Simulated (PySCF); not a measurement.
PySCF input file for B(Cl)(NH2)2 (BClH₄N₂), SMILES B(N)(Cl)N, PBE-D3(BJ)/def2-SVP. The structure is a stationary point at PBE-D3(BJ)/def2-SVP. Other conformers were not sampled.

```python
import numpy as np
from pyscf import gto, scf, dft, df
from pyscf.hessian import thermo

mol = gto.M(
    atom='''
    B     0.00000000   -0.00000000    0.44718800
    Cl    0.00000000    0.00000000   -1.35838452
    N     0.00000000   -1.25440714    1.10390035
    H     0.00000000   -1.36578160    2.11603440
    H     0.00000000   -2.12913537    0.58496149
    N     0.00000000    1.25440714    1.10390037
    H     0.00000000    1.36578160    2.11603442
    H     0.00000000    2.12913535    0.58496149
    ''',
    basis='def2-SVP',
    charge=0,
    spin=0,
    max_memory=1600,
    verbose=3,
)
mf = dft.RKS(mol, xc='pbe').density_fit(auxbasis='def2-universal-jkfit')
mf.disp = 'd3bj'
mf.grids.level = 3
mf.conv_tol = 1e-11
mf.max_cycle = 100
mf.kernel()

# [left out here: the lines that compute and print the analytic Hessian (its translational invariance restored by hand, since the grid's response is missing), thermochemistry and intensities]
```

Output:

```
converged SCF energy = -596.491368123855

WARN: DFTD3 does not support analytical Hessian, using finite difference


WARN: Mole.unit (angstrom) is changed to Bohr

Mode                                 0                   1                   2
Irrep
Freq [cm^-1]                      250.7791            304.3773            310.7730
Reduced mass [au]                   1.2700              1.1702              3.7997
Force const [Dyne/A]                0.0471              0.0639              0.2162
Char temp [K]                     360.8152            437.9312            447.1331
Normal mode                   x     y     z       x     y     z       x     y     z
       0   B                 0.00  0.00  0.00   -0.01 -0.00 -0.00   -0.00  0.11 -0.00
       1  Cl                 0.00 -0.00 -0.00    0.01  0.00 -0.00    0.00 -0.08 -0.00
       2   N                -0.09  0.00  0.00   -0.07 -0.00  0.00   -0.00  0.05 -0.12
       3   H                 0.41 -0.00  0.00    0.50  0.00  0.00    0.00 -0.10 -0.13
       4   H                 0.47  0.00  0.00    0.42 -0.00  0.00    0.00  0.13 -0.25
       5   N                 0.09  0.00  0.00   -0.07 -0.00 -0.00   -0.00  0.05  0.12
       6   H                -0.41 -0.00  0.00    0.50  0.00 -0.00    0.00 -0.10  0.13
       7   H                -0.47  0.00  0.00    0.42 -0.00 -0.00    0.00  0.13  0.25
Mode                                 3                   4                   5
Irrep
Freq [cm^-1]                      338.6259            351.8138            510.7303
Reduced mass [au]                   2.6098              1.0118              2.2374
Force const [Dyne/A]                0.1763              0.0738              0.3439
Char temp [K]                     487.2073            506.1817            734.8272
Normal mode                   x     y     z       x     y     z       x     y     z
       0   B                 0.00 -0.00 -0.05    0.00  0.00 -0.00   -0.22 -0.00 -0.00
       1  Cl                -0.00  0.00 -0.08   -0.00 -0.00 -0.00    0.03  0.00  0.00
       2   N                 0.00  0.07  0.09   -0.01  0.00  0.00    0.05  0.00  0.00
       3   H                 0.00  0.28  0.12   -0.54  0.00  0.00    0.33  0.00  0.00
       4   H                -0.00 -0.04  0.28    0.45  0.00  0.00   -0.30 -0.00  0.00
       5   N                -0.00 -0.07  0.09    0.01 -0.00  0.00    0.05 -0.00 -0.00
       6   H                -0.00 -0.28  0.12    0.54 -0.00  0.00    0.33 -0.00 -0.00
       7   H                 0.00  0.04  0.28   -0.45  0.00  0.00   -0.30  0.00  0.00
Mode                                 6                   7                   8
Irrep
Freq [cm^-1]                      559.9438            603.9217            814.3488
Reduced mass [au]                   1.5776              4.2133              1.2844
Force const [Dyne/A]                0.2914              0.9054              0.5018
Char temp [K]                     805.6345            868.9089           1171.6667
Normal mode                   x     y     z       x     y     z       x     y     z
       0   B                 0.17  0.00  0.00   -0.00  0.00  0.14    0.00 -0.00  0.00
       1  Cl                -0.00 -0.00 -0.00    0.00  0.00 -0.09   -0.00 -0.01 -0.00
       2   N                -0.05 -0.00 -0.00    0.00 -0.08  0.07   -0.00 -0.01 -0.09
       3   H                 0.30 -0.00 -0.00    0.00 -0.28  0.05    0.00  0.48 -0.03
       4   H                -0.46  0.00 -0.00    0.00  0.02 -0.11    0.00 -0.24  0.31
       5   N                -0.05  0.00  0.00    0.00  0.08  0.07   -0.00 -0.01  0.09
       6   H                 0.30  0.00  0.00    0.00  0.28  0.05    0.00  0.48  0.03
       7   H                -0.46  0.00 -0.00    0.00 -0.02 -0.11   -0.00 -0.24 -0.31
Mode                                 9                  10                  11
Irrep
Freq [cm^-1]                      893.1077           1206.2333           1393.5923
Reduced mass [au]                   1.8604              3.5860              1.8189
Force const [Dyne/A]                0.8743              3.0742              2.0813
Char temp [K]                    1284.9831           1735.5012           2005.0690
Normal mode                   x     y     z       x     y     z       x     y     z
       0   B                -0.00  0.00  0.02   -0.00  0.00  0.24    0.00  0.20  0.00
       1  Cl                 0.00 -0.00 -0.00    0.00 -0.00 -0.02   -0.00 -0.00  0.00
       2   N                 0.00  0.13  0.02    0.00  0.04 -0.07   -0.00 -0.04  0.01
       3   H                -0.00 -0.20 -0.02    0.00  0.32 -0.04   -0.00 -0.31 -0.01
       4   H                -0.00  0.33 -0.32    0.00 -0.01  0.03    0.00 -0.23  0.32
       5   N                 0.00 -0.13  0.02    0.00 -0.04 -0.07   -0.00 -0.04 -0.01
       6   H                -0.00  0.20 -0.02   -0.00 -0.32 -0.04   -0.00 -0.31  0.01
       7   H                -0.00 -0.33 -0.32    0.00  0.01  0.03   -0.00 -0.23 -0.32
Mode                                12                  13                  14
Irrep
Freq [cm^-1]                     1526.2117           1555.2163           3541.7776
Reduced mass [au]                   1.2037              2.0475              1.0500
Force const [Dyne/A]                1.6519              2.9178              7.7605
Char temp [K]                    2195.8789           2237.6100           5095.8293
Normal mode                   x     y     z       x     y     z       x     y     z
       0   B                 0.00 -0.00  0.04    0.00  0.16 -0.00    0.00 -0.00 -0.00
       1  Cl                -0.00  0.00 -0.00   -0.00 -0.00 -0.00   -0.00  0.00 -0.00
       2   N                -0.00  0.06 -0.04   -0.00 -0.09  0.04   -0.00  0.03 -0.02
       3   H                -0.00 -0.43 -0.08    0.00  0.34  0.09    0.00 -0.05  0.54
       4   H                 0.00 -0.21  0.41   -0.00  0.10 -0.29    0.00 -0.36 -0.23
       5   N                 0.00 -0.06 -0.04    0.00 -0.09 -0.04    0.00  0.03  0.02
       6   H                -0.00  0.43 -0.08   -0.00  0.34 -0.09   -0.00 -0.05 -0.54
       7   H                -0.00  0.21  0.41   -0.00  0.10  0.29   -0.00 -0.37  0.23
Mode                                15                  16                  17
Irrep
Freq [cm^-1]                     3546.1953           3652.4985           3653.1994
Reduced mass [au]                   1.0511              1.0982              1.0982
Force const [Dyne/A]                7.7882              8.6321              8.6350
Char temp [K]                    5102.1855           5255.1321           5256.1406
Normal mode                   x     y     z       x     y     z       x     y     z
       0   B                 0.00  0.00 -0.00   -0.00  0.00  0.00    0.00 -0.00  0.00
       1  Cl                -0.00 -0.00 -0.00   -0.00 -0.00 -0.00   -0.00  0.00 -0.00
       2   N                -0.00 -0.03  0.02    0.00  0.03  0.05    0.00 -0.03 -0.05
       3   H                -0.00  0.05 -0.54   -0.00  0.05 -0.41    0.00 -0.05  0.41
       4   H                -0.00  0.36  0.23    0.00 -0.46 -0.27   -0.00  0.45  0.26
       5   N                 0.00  0.03  0.02    0.00 -0.03  0.05   -0.00 -0.03  0.05
       6   H                -0.00 -0.05 -0.54   -0.00 -0.05 -0.41   -0.00 -0.05 -0.42
       7   H                -0.00 -0.36  0.22    0.00  0.46 -0.26    0.00  0.46 -0.27
temperature 298.1500 [K]
pressure 101325.00 [Pa]
Rotational constants [GHz] 8.86932 4.56069 3.01193
Symmetry number 2
Zero-point energy (ZPE) 0.05698 [Eh]   149613.032 [J/mol]
                           tot       elec      trans        rot        vib
Entropy [J/mol/K]       300.673      0.000    163.130    100.433     37.110
Cv [J/mol/K]             80.145      0.000     12.472     12.472     55.202
Cp [J/mol/K]             88.460      0.000     20.786     12.472     55.202
Internal energy [J/mol]                      3718.434   3718.434 156858.998
Internal energy [Eh]   -596.42879  -596.49137
Enthalpy [J/mol]                             6197.391   3718.434 156858.998
Enthalpy [Eh]          -596.42785
Gibbs free energy [J/mol]                  -42439.871 -26225.754 145794.679
Gibbs free energy [Eh] -596.46199
static polarisability / bohr^3: [[21.567 -0.     0.   ]
 [-0.    39.299 -0.   ]
 [ 0.    -0.    42.518]]
largest difference of analytic and finite-field dipole derivatives / e: 0.0009005962915056287
mode   freq/cm-1   IR/(km/mol)   Raman/(A^4/amu)   depolarisation
   1      250.78         0.000             1.083            0.750
   2      304.38       363.853             0.674            0.750
   3      310.77         0.918             1.550            0.750
   4      338.63         1.806             1.634            0.718
   5      351.81         0.000             0.708            0.750
   6      510.73         8.147             1.115            0.750
   7      559.94         0.228             1.057            0.750
   8      603.92        19.055             6.128            0.112
   9      814.35         0.175             1.290            0.750
  10      893.11         2.900             4.673            0.137
  11     1206.23       229.677             6.555            0.236
  12     1393.59        56.310             3.620            0.750
  13     1526.21        56.545             2.552            0.691
  14     1555.22       363.428             5.084            0.750
  15     3541.78        63.059             9.640            0.750
  16     3546.20         7.713           248.609            0.126
  17     3652.50        31.931            89.073            0.750
  18     3653.20        30.741            46.909            0.750
max |gradient| / (hartree/bohr): 4.2353646173766234e-05
APT charges: [ 1.1328 -0.4503 -0.7303  0.1803  0.2088 -0.7302  0.1803  0.2087]
```

Self-consistency was reached.

Cost: about 110 core-seconds (a rough figure).
